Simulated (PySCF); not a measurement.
Compound: C7H15NSi.
Numbering: `[CH3:1][C:2]1=[CH:3][CH2:4][C@@H:5]([CH3:6])[C@H:7]1[NH:8][SiH3:9]`

Probes without a nucleus sit at each ring's centroid and 1 Å off its mean plane on both sides; NICS is minus the shielding there, NICSzz its component along the normal. Level: GIAO PBE0/pcSseg-1 (PySCF, non-relativistic, gas phase) on the GFN2-xTB geometry, one conformer.

Ring bond lengths (Å), with Mayer bond orders in brackets: C2–C3 1.326 (1.83), C3–C4 1.500 (1.04), C4–C5 1.539 (0.99), C5–C7 1.552 (0.98), C7–C2 1.515 (0.97).

Question: What do the NICS probes read (ppm)?

Answer: 
```csv
ring,type,NICS(0),"NICS(1), two faces","NICS(1)zz, two faces",rms pucker (Å),"centre to ring atoms, mean (Å)"
C2–C3–C4–C5–C7,"5-membered carbocycle; formal bonds 1 double, 4 single",-2.5,-4.1 / -3.2,-4.0 / -0.7,0.11,1.26
```

Question: What do they say, and how far can they be read as aromaticity?

Answer: 
- C2–C3–C4–C5–C7: mean NICS(1)zz -2.3 ppm, near zero. C4, C5, C7 have four or more neighbours; no verdict on aromaticity is drawn. The two faces differ by 3.3 ppm, so no symmetry operation interchanges them.

Question: At the second NICS(1) probe listed for ring C2–C3–C4–C5–C7, 1 Å off the ring, how large is the induced field along the normal in 14.1 T applied along it?

Answer: NICSzz × B0 = -0.7 ppm × 14.1 T = -10 μT, against the applied field.

On one thread, Arm Neoverse V2 (aarch64), shared host with 96 logical CPUs at a one-minute load of 37, this took 43 s wall and 1.1 GiB of memory at its peak. This is the whole shielding run at PBE0/pcSseg-1, SCF included.
